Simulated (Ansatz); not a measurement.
A run for Ansatz (a quantum-chemistry and plane-wave program): R-PBE0/def2-TZVPP on BH3OS (SMILES OBS), a point of a torsion scan.

Ansatz 0.2 input:
```yaml
crystal:
  periodic: [false, false, false]
  atoms:
    - {symbol: O, position_ang: [-1.14684375, -0.65077857, 0.07153987]}
    - {symbol: B, position_ang: [-0.09070520, 0.15505531, 0.12890809]}
    - {symbol: S, position_ang: [1.47499577, -0.59051623, 0.64239207]}
    - {symbol: H, position_ang: [-1.98810456, -0.30150407, -0.21884693]}
    - {symbol: H, position_ang: [-0.13400337, 1.31758912, -0.05914944]}
    - {symbol: H, position_ang: [1.99206817, 0.49924006, 1.19528906]}
basis:
  gaussian:
    orbitals: def2-TZVPP
hamiltonian:
  xc: {name: PBE0}
scf: {lower_state_search: off}
```

Program output:

```
WARN ansatz: RAYON_NUM_THREADS=1 ignored (pool sized by the plan → 1); use --threads N
Functional definition: PBE0
these checks for a lower state are left out or cut short: stability, starts, cluster_reference, orbital_swaps, neighbouring_geometries, increment
integrals: 0.05 GiB planned
812 factors; their error is unknown
mean field: 0.48 GiB planned
mean field evaluation 1: about -13599.8636 eV, gradient 4.9e1 eV
mean field evaluation 2: about -13593.7784 eV, gradient 7.6e1 eV
mean field evaluation 4: about -13603.9920 eV, gradient 2.3e0 eV
mean field evaluation 8: about -13604.0039 eV, gradient 2.6e-2 eV
mean field evaluation 16: about -13604.0181 eV, gradient 1.6e-5 eV
mean field -13604.01810404 eV, -499.9384441889 hartree, gradient 3.6e-6 eV, S^2 0.000000; 0 other end points of the search recorded, 0 dependent functions left out
reference -13604.01812925 eV, -499.9384451151 hartree; 16, 16 occupied and 130, 130 virtual orbitals, 812 factors
Total energy: -13604.01812925 eV, -499.9384451151 hartree
Checks for a lower state left out: stability, starts, cluster_reference, orbital_swaps, neighbouring_geometries, increment
```

The run converged.

Cost: roughly 1.5 core-seconds.
